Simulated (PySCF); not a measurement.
Species: C8H5NO.
Structure used (PBE0-D3(BJ)/def2-SVP), in Å, numbered top down from 1:
```xyz
15
C8H5NO angstrom
N      3.3348    1.5225    1.1688
C      2.7358    0.7082    0.6046
C      2.0032   -0.3517   -0.1257
O      2.6273   -1.2385   -0.6557
C      0.5308   -0.2314   -0.1398
C     -0.2019   -1.2105   -0.8254
C     -1.5874   -1.1348   -0.8633
C     -2.2457   -0.0843   -0.2180
C     -1.5200    0.8912    0.4653
C     -0.1308    0.8205    0.5060
H      0.3425   -2.0181   -1.3192
H     -2.1620   -1.8950   -1.3968
H     -3.3364   -0.0267   -0.2490
H     -2.0389    1.7098    0.9682
H      0.4447    1.5815    1.0395
```

The closed-shell ground state was solved at several levels (PySCF, density fitting, gas phase, non-relativistic).

```csv
level,basis functions,HOMO (eV),LUMO (eV),gap (eV),dipole (D)
B3LYP/pcJ-1,320,-7.96,-3.11,4.85,5.07
wB97X-D/pcSseg-1,195,-9.98,-1.27,8.71,5.01
PBE0/def2-SVPD,243,-8.21,-3.03,5.18,5.12
```

**Question.** Estimate the row for PBE0/pcSseg-1, a basis of 195 functions; the other rows only guide the guess.

**Answer.** HOMO -8.21 eV, LUMO -2.96 eV, gap 5.25 eV, dipole 5.04 D.

**Question.** Over all these levels, which gives the widest orbital gap and which the narrowest?

**Answer.** wB97X-D/pcSseg-1 (range-separated hybrid) has the widest, 8.71 eV, and B3LYP/pcJ-1 (global hybrid, 20 % exact exchange) the narrowest, 4.85 eV. Functional and basis both differ between the two, so the spread mixes both effects.

**Question.** How far do the dipole and the HOMO energy spread over the levels?

**Answer.** The dipole runs from 5.01 to 5.12 D (mean 5.06 D) and the HOMO from -9.98 to -7.96 eV.

One conformer stands for the species.
